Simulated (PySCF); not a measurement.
**From computed data to an observable: dipole moment from atomic charges**

In(Br)2(Me) (CH3Br2In), SMILES [CH3][In]([Br])[Br]. Atoms are numbered in the order given.

```xyz
7

In     0.4833    -0.1332     0.3251
Br    -1.5020    -1.6482     0.1104
Br     0.2248     2.0009    -0.9641
C      2.2394    -0.6197     1.4897
H      2.6264     0.3000     1.9478
H      2.9910    -1.0430     0.8084
H      1.9667    -1.3566     2.2561
```

The structure is a stationary point at B3LYP-D3(BJ)/def2-SVP. The structure was generated by enumeration; whether it is a known compound was not checked. The def2 effective core potentials stand for the cores of In; spin–orbit coupling is left out.

Charges (e) from PySCF with CAM-B3LYP/def2-TZVP:

```json
[
 {"atom": "In1", "Mulliken": "0.795", "ESP fit": "0.652"},
 {"atom": "Br2", "Mulliken": "-0.345", "ESP fit": "-0.290"},
 {"atom": "Br3", "Mulliken": "-0.346", "ESP fit": "-0.291"},
 {"atom": "C4", "Mulliken": "-0.574", "ESP fit": "-0.474"},
 {"atom": "H5", "Mulliken": "0.158", "ESP fit": "0.133"},
 {"atom": "H6", "Mulliken": "0.151", "ESP fit": "0.140"},
 {"atom": "H7", "Mulliken": "0.161", "ESP fit": "0.130"}
]
```

The dipole moment of the full density is 3.55 D.

Task: What dipole moment does each set of point charges give, and which comes closer to that of the density?

Result: 
μ = Σ q r, and 1 e Å = 4.8032 D.
Mulliken: Σ q r = (0.722, -0.202, 0.492) e Å, |μ| = 4.31 D.
ESP fit: Σ q r = (0.648, -0.180, 0.420) e Å, |μ| = 3.81 D.
ESP fit comes closer in size. Point charges leave out the atoms' own dipoles (lone pairs, polarised bonds); fits to the potential absorb them, partitions of the density don't.
